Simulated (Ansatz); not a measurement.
[Ni(NH3)6]3+ (NiN6H18³⁺), relaxed as a doublet with UKS PBE-D4/def2-SVP in Ansatz, starting from the GFN2-xTB (ALPB water) geometry. Force threshold 0.03 eV/Å.

Start:

Cartesian coordinates in Å:
```
Ni 0.0003 0.0013 -0.0005
N 1.9146 0.4572 0.1217
H 2.2570 0.9225 -0.7224
H 2.5330 -0.3454 0.2582
H 2.1180 1.0933 0.8960
N -1.9133 -0.4532 -0.1289
H -2.1063 -1.1388 -0.8629
H -2.5233 0.3415 -0.3331
H -2.2762 -0.8580 0.7381
N 0.2167 -0.1439 -2.2295
H 1.1294 -0.4978 -2.5095
H 0.1083 0.7575 -2.6901
H -0.4704 -0.7626 -2.6551
N -0.2201 0.1347 2.2309
H 0.5238 0.6693 2.6740
H -0.2124 -0.7813 2.6753
H -1.0929 0.5780 2.5104
N -0.4277 1.9166 -0.1708
H 0.3839 2.5092 -0.3605
H -0.8495 2.2957 0.6807
H -1.0886 2.1135 -0.9257
N 0.4302 -1.9110 0.1757
H -0.3782 -2.5030 0.3787
H 1.0988 -2.1000 0.9262
H 0.8450 -2.2954 -0.6769
```

(1) Estimate the energy that the relaxation releases and the steps that it takes.

(2) Does the start keep its bonding and symmetry?

(3) Predict the relaxed structure.

Results:

(1) 0.17 eV, in 9 steps; 31 s on 6 threads of Intel Xeon on a shared host. No frequencies were taken in this run, so the end may be a saddle point.

(2) By distances, no bond broke or formed. The bond that changes most is Ni1–N22, from 1.97 to 2.01 Å (atoms count from 1).

(3) 
```xyz
25

Ni    0.000    0.001    0.000
N     1.950    0.466    0.125
H     2.312    0.931   -0.729
H     2.581   -0.344    0.268
H     2.173    1.112    0.906
N    -1.950   -0.464   -0.129
H    -2.166   -1.136   -0.889
H    -2.577    0.343   -0.310
H    -2.322   -0.896    0.737
N     0.211   -0.150   -2.255
H     1.108   -0.554   -2.582
H     0.155    0.753   -2.760
H    -0.502   -0.734   -2.729
N    -0.212    0.146    2.256
H     0.526    0.692    2.737
H    -0.200   -0.763    2.753
H    -1.091    0.588    2.583
N    -0.446    1.951   -0.171
H     0.374    2.570   -0.313
H    -0.923    2.334    0.667
H    -1.073    2.165   -0.969
N     0.446   -1.949    0.174
H    -0.372   -2.565    0.334
H     1.086   -2.158    0.963
H     0.909   -2.338   -0.669
```
Bond lengths: 6 × N–Ni 2.01 to 2.27 Å; 18 × H–N 1.04 Å.
